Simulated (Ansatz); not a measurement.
`C=C1SC1C` + `NBBr` → `CNBBr` + `C=C1CS1` at 600 K and 1 bar (substitution at a C–C bond).

Computed with Ansatz on PBE0-D4/def2-TZVP structures; ΔE is electronic, products minus reactants. CBS: MP2 limit from def2 TZ/QZ plus the TZ coupled-cluster correction, frozen cores. For Br outer-core shells are correlated without core-valence functions, which leaves a few kJ/mol of doubt a bond. Scalar relativity is left out up to krypton. Each species was taken in one conformer, which may not be the lowest.

| species | CCSD(T)/CBS energy (Eh) | H − E (kJ/mol) | S (J/(mol·K)) |
| --- | --- | --- | --- |
| `C=C1SC1C` | -553.54449 | 284.6 | 396.7 |
| `NBBr` | -2654.70322 | 142.6 | 330.6 |
| `CNBBr` | -2693.95268 | 229.3 | 383.5 |
| `C=C1CS1` | -514.27785 | 197.3 | 344.0 |

H − E and S are ideal-gas, rigid-rotor, harmonic terms from PBE0-D4/def2-TZVP, for one conformer and one mirror image of each species. 1 Eh = 2625.50 kJ/mol, R = 8.31446 J/(mol·K).

Task: By hand: ΔE, ΔH, ΔS and ΔG.

Result: ΔE = (-2693.95268) + (-514.27785) − (-553.54449) − (-2654.70322) = 0.01718 Eh = 45.1 kJ/mol. Δ(H − E) = 229.3 + 197.3 − 284.6 − 142.6 = -0.6, so ΔH = 44.5 kJ/mol. ΔS = 383.5 + 344.0 − 396.7 − 330.6 = 0.2 J/(mol·K). ΔG = 44.5 − 600 × (0.2)/1000 = 44.4 kJ/mol.

Task: By hand: the equilibrium constant, and the temperature at which ΔG would vanish if ΔH and ΔS stayed fixed.

Result: log₁₀ K = −ΔG/(RT ln 10) = -3.9. ΔG = 0 at ΔH/ΔS = 222500 K, far beyond where these terms or the molecules hold.

The number of gas molecules stays the same, so ΔS is small and ΔH decides. A doubt of 5 kJ/mol in ΔE shifts log₁₀ K by 0.4 here. Other conformers and mirror images would add mixing entropy, several J/(mol·K) or more a flexible species. These are equilibria of isolated gas molecules and say nothing of rates. Largest T1 diagnostic: 0.012 (customary marks: 0.02 for closed shells, 0.045 for open ones).
